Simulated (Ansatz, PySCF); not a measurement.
Molecule: GaF (charge 0, singlet). 
Structure (B3LYP-D3(BJ)/def2-TZVP (Ansatz, a quantum-chemistry and plane-wave program) minimum search):
```
Ga
F 1 1.8005
```
Charge 0, spin multiplicity 1.

Wanted: vertical ionisation energy (to the doublet state of charge +1; each state is the SCF solution reached for its spin), in eV. Correlated levels leave the core frozen unless marked. UHF or UKS for open shells. Spin-orbit coupling is left out. Frozen are the shells of the preceding noble gas and the d and f shells that filled before the atom's block. Non-relativistic. CBS(X,Y): correlation extrapolated as X^-3; Hartree-Fock from the larger set.

| level | program | vertical ionisation energy (eV) |
|---|---|---|
| PBE/def2-TZVPD | Ansatz | 10.47 |
| B3LYP/def2-TZVPD | Ansatz | 10.67 |
| PBE0/def2-TZVPD | Ansatz | 10.45 |
| BHLYP/def2-TZVPD | Ansatz | 10.50 |
| wB97M-V/def2-TZVPD | Ansatz | 10.58 |
| CCSD/aug-cc-pVDZ | Ansatz | 10.25 |
| CCSD/aug-cc-pVTZ | Ansatz | 10.26 |
| CCSD/def2-TZVPPD | Ansatz | 10.25 |
| CCSD/def2-QZVPPD | Ansatz | 10.27 |
| CCSD(T)/def2-SVPD | Ansatz | 10.24 |
| CCSD(T)/aug-cc-pVTZ | Ansatz | 10.26 |
| CCSD(T)/def2-TZVPPD | Ansatz | 10.24 |
| CCSD(T)/def2-QZVPPD | Ansatz | 10.27 |
| CCSD(T)/CBS(def2-TZVPPD,def2-QZVPPD) | Ansatz | 10.30 |
| CCSD(T)/CBS(aug-cc-pVTZ,aug-cc-pVQZ) | Ansatz | 10.31 |

For comparison, minus the highest occupied orbital energy (PySCF): 10.04 eV at HF/def2-TZVPD, 7.27 eV at TPSSh/def2-TZVPD, 6.97 eV at BP86/def2-TZVPD.
